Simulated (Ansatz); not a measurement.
The inner images of a band of Cl2H2Sn (5 atoms, charge 0, multiplicity 1) are given out of order.

Theory: RKS B3LYP/def2-SVP (Ansatz).

Image 0:

```xyz
5
Properties=species:S:1:pos:R:3
Sn 0.195 0.039 0.314
H -0.009 -0.070 2.008
Cl 2.513 -0.022 -0.135
H -0.455 1.399 -0.492
Cl -0.767 -1.893 -0.649
```

Image 6:

```xyz
5
Properties=species:S:1:pos:R:3
Sn -0.802 0.795 0.650
H 1.352 -1.044 0.482
Cl 2.083 -0.031 0.913
H -0.397 1.346 -1.009
Cl -0.759 -1.614 0.009
```

Question: Put them in order from the first end to the last, with their energies above the first end.
A.
```xyz
5
Properties=species:S:1:pos:R:3
Sn -0.299 0.073 0.401
H 0.957 -0.081 1.660
Cl 2.360 -0.010 0.515
H -0.579 1.348 -0.738
Cl -0.962 -1.876 -0.792
```
B.
```xyz
5
Properties=species:S:1:pos:R:3
Sn -0.762 0.136 0.449
H 1.586 -0.159 1.736
Cl 2.295 0.020 0.662
H -0.622 1.306 -0.894
Cl -1.019 -1.849 -0.908
```
C.
```xyz
5
Properties=species:S:1:pos:R:3
Sn -0.934 0.678 0.519
H 1.812 -1.108 1.028
Cl 2.125 0.137 0.863
H -0.484 1.371 -1.075
Cl -1.042 -1.625 -0.290
```
D.
```xyz
5
Properties=species:S:1:pos:R:3
Sn 0.038 0.051 0.294
H 0.492 -0.087 1.910
Cl 2.441 0.002 0.233
H -0.573 1.343 -0.650
Cl -0.921 -1.855 -0.741
```
E.
```xyz
5
Properties=species:S:1:pos:R:3
Sn -0.980 0.413 0.417
H 2.030 -0.706 1.668
Cl 2.089 0.170 0.718
H -0.509 1.317 -1.062
Cl -1.154 -1.741 -0.696
```

Answer: D (+55.7 kJ/mol), A (+171.0 kJ/mol), B (+80.9 kJ/mol), E (+67.9 kJ/mol), C (+63.2 kJ/mol).

Time of the run: 3.9 min on 1 thread of Arm Neoverse V1, on a shared host, peak memory 0.15 GiB.
